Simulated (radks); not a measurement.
The numbers below are computed, except where a source is named.
Question: Radial electron density D(r) = 4 pi r^2 rho(r) of an atom or ion with 60 electrons. Code: a radial shooting solver on a logarithmic mesh with Libxc functionals. Model: Dirac Kohn-Sham, exchange-only PBE, spin-unpolarised, spherical densities, finite nucleus; Fermi nuclear charge, rms radius of each element as measured or else 0.836 A^(1/3) + 0.57 fm.

r (bohr)  D(r) (e/bohr)
0.001624          8.062
0.001876          10.10
0.002149          12.45
0.002482          15.44
0.002843          18.82
0.003284          23.03
0.003762          27.67
0.004345          33.27
0.004978          39.21
0.005749          46.08
0.006587          52.97
0.007607          60.41
0.008715          67.24
0.01006           73.79
0.01153           78.86
0.01332           82.56
0.01526           84.12
0.01762           83.66
0.02019           81.50
0.02331           78.20
0.02671           75.32
0.03085           74.04
0.03534           75.76
0.04081           81.29
0.04676           89.44
0.054             99.05
0.06187           106.1
0.07145           108.5
0.08186           104.7
0.09454           95.69
0.1083            86.51
0.1251            81.23
0.1433            83.00
0.1655            89.92
0.1896            95.08
0.219             92.06
0.2509            79.14
0.2898            59.79
0.332             44.53
0.3834            38.02
0.4392            40.22
0.5073            44.60
0.5812            44.43
0.6712            37.96
0.769             28.79
0.8881            20.07
1.017             14.75
1.175             11.77
1.346             9.989
1.555             8.045
1.781             5.928
2.057             3.746
2.357             2.116
2.722            0.9971
3.118            0.4254
3.601            0.1482
4.126           0.04744
4.765           0.01238
5.459          0.003117

What is the nuclear charge?

Answer: Z = 62. The innermost maximum, from 1s, lies near gamma/Z bohr with gamma = sqrt(1 - (Z/c)^2) = 0.892, here 0.0144 bohr (found: 0.0159), and its height grows with Z. The density is that of the samarium ion Sm2+ in [Xe] 4f6; the configuration itself is not fixed sharply by these data, and Z only to a few units. D(r) has 4 maxima, at r = 0.0159, 0.0703, 0.196, 0.541 bohr, and minima at 0.0306, 0.129, 0.390 bohr, inside which lie 2.01, 11.19, 29.20 electrons.
